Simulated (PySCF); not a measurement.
**Working out the ionisation energy of Nb**

Nb [Kr] 4d4 5s1 (6D) → Nb⁺ [Kr] 4d4 (5D). Calculation: PySCF 2.14, in aug-cc-pwCVTZ-PP with ECP28MDF; a scalar-relativistic core potential. Frozen: nothing. Energies in hartree (1 hartree = 27.21139 eV):

```
             part  Nb (lower)  Nb⁺ (upper)
              UHF  -56.149689   -55.929842
MP2 opposite-spin   -0.257399    -0.249749
    MP2 same-spin   -0.135125    -0.112812
```

What does Hartree-Fock give?

(-55.929842) − (-56.149689) = 0.219847 hartree = 5.982 eV.

What do MP2 and SCS-MP2 (6/5 opposite-spin, 1/3 same-spin) give?

The opposite-spin parts differ by 0.208 eV and the same-spin parts by 0.607 eV. MP2: 5.982 + (0.208) + (0.607) = 6.797 eV. SCS-MP2: 5.982 + 1.2 × (0.208) + (0.607)/3 = 6.434 eV.

Measured between the centres of the two terms (NIST): 6.776 eV, so MP2 (valence and next inner shell) is off by 0.021 eV.

What remains against the reference includes basis incompleteness and correlation beyond second order.
